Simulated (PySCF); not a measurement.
## Ca⁺ (calcium, charge +1): UHF calculation

Configuration: [Ar] 4p1, 2P determinant (an excited configuration). Calculation: PySCF 2.14, in x2c-TZVPPall (6s5p3d, 36 functions); scalar relativity by spin-free X2C-1e.

```
Total energy                                                  : -679.323254 hartree
One-electron energy                                           : -924.5699 hartree
Hartree (Coulomb) energy                                      : 280.5726 hartree
Exchange energy                                               : -35.3260 hartree
⟨S²⟩                                                          : 0.7500
⟨L²⟩                                                          : 2.000
Sum of ⟨r⟩                                                    : 17.30 bohr
Sum of ⟨r²⟩                                                   : 38.93 bohr²
Traceless quadrupole moment −½Σ⟨3z² − r²⟩ along its main axis : -9.37 e·bohr²
Langevin diamagnetic susceptibility                           : -30.8 ×10⁻⁶ cm³/mol
```

```
shell  electrons  mean orbital energy (hartree)  spread (hartree)  rms radius, mean of both spins (bohr)
 1s α          1                     -150.40414                 0                                 0.0888
 1s β          1                     -150.40281                 0                                 0.0888
 2s α          1                      -17.25466                 0                                  0.393
 2s β          1                      -17.25347                 0                                  0.393
 2p α          3                      -13.93102           0.00173                                  0.362
 2p β          3                      -13.92898           0.00270                                  0.362
 3s α          1                       -2.54974                 0                                   1.24
 3s β          1                       -2.54514                 0                                   1.24
 3p α          3                       -1.63207           0.00164                                   1.37
 3p β          3                       -1.62698           0.01041                                   1.37
 4p α          1                       -0.30954                 0                                   4.85
```

Densities and radii are taken from the X2C orbitals without a picture-change correction, which distorts them close to the nucleus.

Spin-orbit constants ζ (cm⁻¹) from the X2C one-electron operator on these orbitals: bare nucleus, nucleus screened by l(l+1)(2l+1)/3 electrons, and screened by the Breit-Pauli mean field of the electrons.

```json
{"shell": "2p", "bare": "21400", "screened nucleus": "19260", "mean field": "18270"}
{"shell": "3p", "bare": "2129", "screened nucleus": "1916", "mean field": "1803"}
{"shell": "4p", "bare": "123.2", "screened nucleus": "110.9", "mean field": "103.7"}
```

To first order the Landé constant is A = 103.7 cm⁻¹, so the lowest level has J = 1/2 and lies 0.0129 eV below the centre of the term.
